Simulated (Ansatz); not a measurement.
Calculated with Ansatz (gas phase, PBE0-D4/def2-TZVP geometries, no zero-point term in ΔE). CCSD(T)/CBS is the MP2 limit (def2-TZVPP, def2-QZVPP) plus CCSD(T) − MP2 in def2-TZVPP, frozen cores. This one scheme is used for every species. DFT in def2-TZVPP. B3LYP here is the variant with VWN-RPA as its local correlation; programs differ in this. HSE06 is defined as in plane-wave codes. Elements past krypton have def2 core potentials. For Hf outer-core shells are correlated without core-valence functions, which leaves a few kJ/mol of doubt a bond. One conformer a species, not always the lowest.

Consider the formal hydrolysis of the Hf–C bond: `C[O][Hf]1234([CH3])([N](C)C)[C@H]5[C@@H]1[C@@H]2[C@@H]3[C@H]54` + H₂O → `C[O][Hf]1234([OH])([N](C)C)[C@H]5[C@@H]1[C@@H]2[C@@H]3[C@H]54` + CH₄.

```tsv
level	ΔE (kJ/mol)	difference from CCSD(T)/CBS
LDA (SPW92)	-153.7	-2.1
PBE-D4	-157.5	-5.9
revPBE-D4	-157.1	-5.5
BLYP-D4	-168.5	-16.9
r2SCAN-D4	-164.4	-12.8
B97M-V	-165.8	-14.2
PBE0-D4	-155.8	-4.2
B3LYP-D4	-166.9	-15.3
r2SCANh-D4	-162.9	-11.3
r2SCAN0-D4	-161.0	-9.4
HSE06-D4	-155.7	-4.1
BHLYP-D4	-168.1	-16.5
CAM-B3LYP-D4	-170.2	-18.6
ωB97X-V	-164.0	-12.4
B2PLYP	-166.6	-15.0
PBE-QIDH	-155.9	-4.3
PBE	-160.3	-8.7
BLYP	-173.8	-22.2
r2SCAN	-165.5	-13.9
B3LYP	-171.3	-19.7
r2SCANh	-164.1	-12.5
r2SCAN0	-162.3	-10.7
HSE06	-158.2	-6.6
BHLYP	-172.1	-20.5
CAM-B3LYP	-173.0	-21.4
LC-ωPBE	-164.9	-13.3
HF/def2-SVP	-193.6	-42.0
MP2/def2-SVP	-180.4	-28.8
CCSD/def2-SVP	-181.7	-30.1
CCSD(T)/def2-SVP	-180.5	-28.9
MP2/def2-TZVPP	-152.8	-1.2
SCS-MP2/def2-TZVPP	-158.5	-6.9
CCSD/def2-TZVPP	-156.5	-4.9
CCSD(T)/def2-TZVPP	-153.9	-2.3
HF/def2-QZVPP	-177.0	-25.4
MP2/def2-QZVPP	-151.0	0.6
SCS-MP2/def2-QZVPP	-156.8	-5.2
HF/CBS(def2)	-176.8	-25.2
MP2/CBS(def2)	-150.5	1.1
CCSD/CBS(def2)	-154.2	-2.6
CCSD(T)/CBS	-151.6	0
```

Largest T1 diagnostic among the species: 0.014.

Leaving LDA and LC-ωPBE aside and taking each functional with its dispersion term where it has one, the values spread over 14.6 kJ/mol, from CAM-B3LYP-D4 to HSE06-D4. LDA lies +6.6 kJ/mol from PBE without D4. From r2SCAN to r2SCAN0 (25 % exact exchange), in def2-TZVPP and without D4, ΔE moves by +3.2 kJ/mol.

CCSD(T)/CBS has its own doubt, a few kJ/mol and more with outer-core shells, so smaller differences from it don't rank the levels.
